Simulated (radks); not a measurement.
Values are calculated unless marked as measured or tabulated.
Ir I, 77 electrons, occupied as [Xe] 4f14 5d7 6s2.

Level of theory: scalar-relativistic Kohn-Sham, PBE, spin-unpolarised, spherical densities, point nucleus; hard spherical wall at 3.5 bohr (a radial shooting solver on a logarithmic mesh with Libxc functionals).

Energy parts (eV):
part                       energy
total                  -485085.37
kinetic                 539606.17
electron-nucleus      -1204835.94
Hartree                 189577.47
exchange-correlation     -9433.07

Orbitals (lengths in bohr, moments of r in powers of bohr; <r^-3> diverges for s and p1/2; r(max) is where P^2 peaks):
orbital,occ.,eigenvalue (eV),r(max),<r^-3>,<1/r>
1s,2,-76127.10,0.01082,-,92.25
2s,2,-13307.49,0.06228,-,21.60
2p,6,-11557.67,0.05138,23050,19.36
3s,2,-3103.882,0.1756,-,8.006
3p,6,-2592.328,0.1745,5220,7.338
3d,10,-2029.756,0.1421,657.4,6.917
4s,2,-653.3560,0.3972,-,3.419
4p,6,-485.6305,0.4175,1238,3.094
4d,10,-279.7802,0.4263,135.2,2.765
5s,2,-87.4789,0.8918,-,1.371
4f,14,-51.0666,0.3952,24.94,2.313
5p,6,-44.6652,1.007,193.2,1.153
5d,7,2.3719,1.319,11.31,0.8068
6s,2,7.0596,2.135,-,0.6050
6p,0,19.9187,2.340,60.10,0.5982
5f,0,35.9078,2.241,1.085,0.5418
7s,0,67.4078,2.823,-,0.6923

The highest occupied level is 6s at 7.060 eV. The pressure on the wall is 300 GPa. Summed over all electrons, <r^2> = 50.14 bohr^2, which gives a Langevin (diamagnetic) susceptibility term of -39.7 x 10^-6 cm^3/mol.
